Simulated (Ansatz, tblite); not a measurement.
Removing an electron: TiBr3. The state is a doublet with charge 0. Geometry: PBE-D4/def2-SVP. Ansatz, gas phase; energy differences of separate SCF runs; the oxidised species is a singlet (the triplet lies 1.54 eV higher at PBE0-D4/def2-TZVP).

```xyz
4

Ti    0.003    0.000   -0.002
Br    0.404   -1.955    1.226
Br   -1.168   -0.110   -2.028
Br    0.761    2.065    0.803
```

The xTB rows come from tblite. B3LYP takes the VWN-RPA correlation. Correlated methods freeze 32 core orbitals; core or outer-core shells of Ti, Br are correlated, in sets that lack core-valence functions. The rows differ in basis, and correlated rows in double-zeta sets carry the largest basis error. No other spin state of charge 0 was run.

```csv
level,−HOMO (eV),vertical IE (eV),−LUMO (eV),HOMO–LUMO gap (eV),remarks
GFN1-xTB,–,13.14,–,–,–
GFN2-xTB,–,13.20,–,–,–
HF/def2-SVP,–,10.94,–,–,test for broken spin undecided (+1 singlet)
PBE-D4/def2-TZVP,5.45,8.24,4.39,1.06,–
B3LYP-D4/def2-TZVP,7.30,8.92,3.55,3.76,–
PBE0-D4/def2-TZVP,7.72,9.01,3.34,4.38,–
MP2/def2-SVP,–,7.97,–,–,test for broken spin undecided (+1 singlet)
CCSD/def2-SVP,–,9.49,–,–,test for broken spin undecided (+1 singlet)
CCSD(T)/def2-SVP,–,8.53,–,–,test for broken spin undecided (+1 singlet)
```

Relaxing the oxidised species (PBE-D4/def2-SVP) changes its energy by -0.20 eV at PBE-D4/def2-TZVP, so the adiabatic ionisation energy to this nearest minimum is 8.04 eV. At PBE0-D4/def2-TZVP it is 8.77 eV.    HOMO and LUMO are the levels of the spin that leaves or enters (xTB has no such levels and no spin-polarisation term). Other spin states of the ions may lie lower, which would lower the ionisation energy or raise the affinity. Raw xTB energy differences between charge states are shifted by several eV; the methods need an empirical correction for them.
